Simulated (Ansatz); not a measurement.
A set of 12 reactions (hydrolysis), with CCSD(T)/CBS values in kJ/mol:

| reaction | ΔE |
| --- | --- |
| `CC1=CB1` + H₂O → `OC1=CB1` + CH₄ | 19.6 |
| `CCSCN` + H₂O → `NCSCO` + CH₄ | 36.7 |
| `C[O][GeH]([OH])[Cl]` + H₂O → `[OH][GeH]([OH])[Cl]` + CH₃OH | 4.2 |
| `[CH3][Al]([F])[C]#N` + H₂O → `[CH3][Al]([OH])[F]` + `C#N` | -69.8 |
| `CS[Si]SC` + H₂O → `CS[Si]O` + CH₃SH | -47.1 |
| `OP[SiH2][SiH3]` + H₂O → `OPO` + `[SiH3][SiH3]` | -24.9 |
| `CS/C=C(/N)O` + H₂O → `N/C(O)=C\O` + CH₃SH | 81.7 |
| `[NH2][Sn][SH]` + H₂O → `[OH][Sn][SH]` + NH₃ | -19.0 |
| `[CH3][AlH][BH]N` + H₂O → `[CH3][AlH][BH]O` + NH₃ | 13.1 |
| `BNC=C=C` + H₂O → `C=C=CO` + `BN` | 30.5 |
| `OB([SiH3])N[SiH3]` + H₂O → `OB(O)[SiH3]` + `N[SiH3]` | -1.0 |
| `[Cl][In]([Br])[Br]` + H₂O → `[OH][In]([Br])[Br]` + HCl | 83.7 |

Isolated molecules relaxed with PBE0-D4/def2-TZVP in Ansatz; ΔE leaves out vibrations. CBS: MP2 limit from def2 TZ/QZ plus the TZ coupled-cluster correction, frozen cores. This one scheme is used for every species. Double bonds are as drawn, so ΔE can hold a change between cis and trans. DFT in def2-TZVPP. B3LYP here is the variant with VWN-RPA as its local correlation; programs differ in this. def2 core potentials past Kr. For Br, Ge, In, Sn outer-core shells are correlated without core-valence functions, which leaves a few kJ/mol of doubt a bond. Scalar relativity is left out up to krypton. Each species was taken in one conformer, which may not be the lowest.

Task: Give the mean, mean absolute and largest difference (level minus CCSD(T)/CBS, kJ/mol) for: PBE-D4, r2SCAN-D4, B3LYP-D4, B2PLYP, PBE, r2SCAN, PBE0, B3LYP, HF/def2-TZVPP, CCSD/def2-TZVPP, CCSD(T)/def2-TZVPP, HF/CBS(def2), MP2/CBS(def2), CCSD/CBS(def2). (Best estimate.)

Result: Ansatz gave: 
```json
{"level": "PBE-D4", "mean": "-3.1", "mean absolute": "6.5", "largest": "-18.1"}
{"level": "r2SCAN-D4", "mean": "-5.0", "mean absolute": "5.6", "largest": "-16.6"}
{"level": "B3LYP-D4", "mean": "-5.3", "mean absolute": "5.3", "largest": "-14.0"}
{"level": "B2PLYP", "mean": "-7.8", "mean absolute": "7.8", "largest": "-12.9"}
{"level": "PBE", "mean": "-6.8", "mean absolute": "7.3", "largest": "-19.9"}
{"level": "r2SCAN", "mean": "-6.1", "mean absolute": "6.4", "largest": "-17.4"}
{"level": "PBE0", "mean": "-4.3", "mean absolute": "5.5", "largest": "-13.3"}
{"level": "B3LYP", "mean": "-11.2", "mean absolute": "11.2", "largest": "-20.2"}
{"level": "HF/def2-TZVPP", "mean": "-12.0", "mean absolute": "14.5", "largest": "-36.4"}
{"level": "CCSD/def2-TZVPP", "mean": "-4.7", "mean absolute": "4.8", "largest": "-13.0"}
{"level": "CCSD(T)/def2-TZVPP", "mean": "-3.5", "mean absolute": "3.5", "largest": "-7.1"}
{"level": "HF/CBS(def2)", "mean": "-11.9", "mean absolute": "14.4", "largest": "-37.9"}
{"level": "MP2/CBS(def2)", "mean": "3.7", "mean absolute": "4.0", "largest": "16.9"}
{"level": "CCSD/CBS(def2)", "mean": "-1.3", "mean absolute": "2.0", "largest": "-7.4"}
```

The largest T1 diagnostic in the set is 0.017, for `[OH][Sn][SH]` (customary mark 0.02).

CCSD(T)/CBS is a level of theory with its own doubt, and the functionals carry their triple-zeta basis error, so these figures describe this set and don't rank the functionals.
